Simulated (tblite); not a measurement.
Compound: C7H8O2.
Numbering: `[O:1]=[CH:2][O:3][C@@:4]12[CH2:5][CH:6]=[CH:7][C@@H:8]1[CH2:9]2` (hydrogens: H10 on C2; H11, H12 on C5; H13 on C6; H14 on C7; H15 on C8; H16, H17 on C9)

Computed with GFN2-xTB (tblite), gas phase: nudged elastic band of 9 images (0 to 8), spring 0.2 eV/Å², climbing image at the end, force threshold 0.05 eV/Å. No saddle search or frequency run followed, so the top image need not be a first-order saddle, and its height can exceed the method's true barrier by a kcal/mol or more.

The band describes a rotation about C4–O3 (sp3 carbon bound to oxygen, ester single-bonded oxygen), followed by the dihedral C9–C4–O3–C2, from the optimised start (-85°) to a second optimised geometry at 42°.

Question: How does the energy change from image to image?

Answer: 
```tsv
image	dihedral (°)	E (kcal/mol)	C4–O3 (Å)	C9···C2 (Å)	largest true force (eV/Å)
0	-85	0.00	1.414	3.22	0.01
1	-70	0.10	1.414	3.10	0.02
2	-54	0.37	1.413	3.02	0.02
3	-40	0.80	1.413	3.00	0.03
4	-24	1.19	1.412	3.01	0.03
5	-5	1.23	1.411	3.02	0.05
6	14	0.83	1.411	3.03	0.06
7	31	0.27	1.411	3.03	0.05
8	42	0.03	1.411	3.06	0.01
```

Barriers of this band. The top is image 5 at -5°: 1.2 kcal/mol in either direction, as the ends lie within 0.002 eV of each other. The central bond is 0.003 Å shorter at the top than at the start.

Question: What rate follows at 250 K for crossing this barrier forward?

Answer: Taking the electronic barrier for the free energy of activation (no zero-point or entropy terms, transmission 1), rate = (kT/h)·exp(−ΔE/kT) ≈ 4 × 10^11 s⁻¹, whose inverse is 2 × 10^-12 s. An error of 1 kcal/mol in the barrier changes this by a factor of 7, and the method and the loose band can each miss by that much or more. The barrier is only 2.5 kT, where transition-state theory is rough.

What follows is the cost of the whole band run. Hardware: an Intel Xeon at 2.50 GHz with one thread, shared host. Cost: 13 s of wall time, 0.18 GiB resident at most.
